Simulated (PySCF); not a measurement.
PySCF job for CH3BrGeO, SMILES [Ge]([Br])[O]C (connectivity only; charge and spin as stated), neutral, multiplicity 1, KT2/pcSseg-1. The structure is a stationary point at PBE0-D3(BJ)/def2-SVP. The structure was generated by enumeration; whether it is a known compound was not checked. Other conformers were not sampled.

```python
import numpy as np
from pyscf import gto, scf, dft
from pyscf.prop.nmr import rks as nmr

mol = gto.M(
    atom='''
    Ge    0.95479625    0.59384457   -0.00000000
    Br   -0.32489508   -1.41608528   -0.00000000
    O    -0.31850235    1.81663055    0.00000000
    C    -1.72043379    1.77910851   -0.00000000
    H    -2.10858385    0.74680128    0.00000000
    H    -2.10147344    2.30273095   -0.89200032
    H    -2.10147344    2.30273094    0.89200032
    ''',
    basis='pcSseg-1',
    charge=0,
    spin=0,
    max_memory=1600,
    verbose=3,
)
mf = dft.RKS(mol, xc='kt2')
mf.grids.level = 3
mf.conv_tol = 1e-10
mf.max_cycle = 100
mf.kernel()
n = nmr.NMR(mf)
n.verbose = 2
n.max_cycle_cphf = 60
sigma = n.kernel()
print('atom   isotropic/ppm   span/ppm')
for i, s in enumerate(sigma):
    w = np.linalg.eigvalsh((s + s.T) / 2)
    print(f'{mol.atom_symbol(i):2s}{i + 1:3d} {w.mean():14.3f} {w[2] - w[0]:11.3f}')
```

Log of the run:

```
converged SCF energy = -4785.93116046741
atom   isotropic/ppm   span/ppm
Ge  1       1017.192     723.677
Br  2       1776.726    2140.473
O   3         47.121     578.756
C   4        124.347      87.162
H   5         25.517       9.194
H   6         27.172      10.186
H   7         27.172      10.186
```

Self-consistency was reached.
